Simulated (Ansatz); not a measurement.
A made-up structure of BSnH$_{5}$, singlet:

B1  (-0.162, -1.089, 0.187)
Sn2  (0.132, 0.680, -0.114)
H3  (0.830, -1.740, 0.412)
H4  (-1.339, -1.396, 0.122)
H5  (-0.520, 1.007, -1.758)
H6  (-0.818, 1.549, 1.143)
H7  (1.877, 0.988, 0.008)
(Å)

It is relaxed with PBE-D4/def2-SVP and then PBE0-D4/def2-TZVP (Ansatz 0.2.0). Atoms count as bonded within 1.22 times the sum of their covalent radii (H–H: 0.88 Å). The end point is not checked to be a true minimum.

Problem. Does its bonding change? (Judge from chemistry; the calculation decides.)

Solution. The calculation gives: No: no bond forms or breaks.

Where it ends: The first stage lowers the energy by 2.13 eV in 5 steps. It ends as BSnH₅ ([BH2][SnH3]):
```
7
angstrom
B -0.2074 -1.3426 0.2295
Sn 0.1591 0.8407 -0.1408
H 0.6836 -2.1015 0.4641
H -1.3222 -1.7696 0.1936
H -0.4208 1.2882 -1.6873
H -0.6963 1.7894 0.9978
H 1.8040 1.2953 -0.0568
```

Labels in which every atom is bracketed show which atoms are joined, not bond orders.

For scale, one of the runs: PBE0-D4/def2-TZVP relaxation, 111 basis functions, launched by `ansatz run in.yaml --threads 2 --pin off --events-out ev --progress --plain --max-ram 4352MiB`. The run took about 9 s on 2 CPU threads of an Arm Neoverse V1 (shared host).
